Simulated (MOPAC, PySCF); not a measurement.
C2H3N, SMILES `NC#C`, neutral singlet in the gas phase. 

Cartesian coordinates (Å):
SMILES: NC#C
```xyz
6

C      1.4445     0.0116    -0.1768
C      0.2477     0.0026    -0.2865
N     -1.0825    -0.0070    -0.4741
H      2.5023     0.0196    -0.0785
H     -1.5630     0.8241    -0.1637
H     -1.5490    -0.8509    -0.1774
```
Charge 0, spin multiplicity 1.

All levels are single points at this geometry (PBE0-D3(BJ)/def2-TZVP); Pople sets use spherical d functions. Orbital energies aren't observables, and empty levels follow the basis.

```json
[
 {"level": "PBE-D3(BJ)/def2-TZVP in PySCF", "HOMO (eV)": "-5.27", "LUMO (eV)": "-0.03", "gap (eV)": "5.24", "dipole (D)": "1.93", "vertical IE, Delta-SCF (eV)": "–"},
 {"level": "PBE0-D3(BJ)/def2-TZVP in PySCF", "HOMO (eV)": "-6.52", "LUMO (eV)": "0.83", "gap (eV)": "7.34", "dipole (D)": "1.88", "vertical IE, Delta-SCF (eV)": "–"},
 {"level": "B3LYP/6-31G* in PySCF", "HOMO (eV)": "-5.81", "LUMO (eV)": "1.77", "gap (eV)": "7.57", "dipole (D)": "1.87", "vertical IE, Delta-SCF (eV)": "8.74"},
 {"level": "BP86/6-31G* in PySCF", "HOMO (eV)": "-4.87", "LUMO (eV)": "0.81", "gap (eV)": "5.68", "dipole (D)": "1.94", "vertical IE, Delta-SCF (eV)": "–"},
 {"level": "HF/3-21G in PySCF", "HOMO (eV)": "-9.11", "LUMO (eV)": "6.33", "gap (eV)": "15.44", "dipole (D)": "1.94", "vertical IE, Delta-SCF (eV)": "–"},
 {"level": "HF/6-31G* in PySCF", "HOMO (eV)": "-9.12", "LUMO (eV)": "5.83", "gap (eV)": "14.95", "dipole (D)": "1.79", "vertical IE, Delta-SCF (eV)": "–"},
 {"level": "HF/STO-3G in PySCF", "HOMO (eV)": "-7.32", "LUMO (eV)": "10.83", "gap (eV)": "18.15", "dipole (D)": "1.51", "vertical IE, Delta-SCF (eV)": "–"},
 {"level": "AM1 in MOPAC", "HOMO (eV)": "-9.30", "LUMO (eV)": "1.94", "gap (eV)": "11.24", "dipole (D)": "1.61", "vertical IE, Delta-SCF (eV)": "–"},
 {"level": "PM6 in MOPAC", "HOMO (eV)": "-9.20", "LUMO (eV)": "1.67", "gap (eV)": "10.87", "dipole (D)": "2.02", "vertical IE, Delta-SCF (eV)": "–"}
]
```
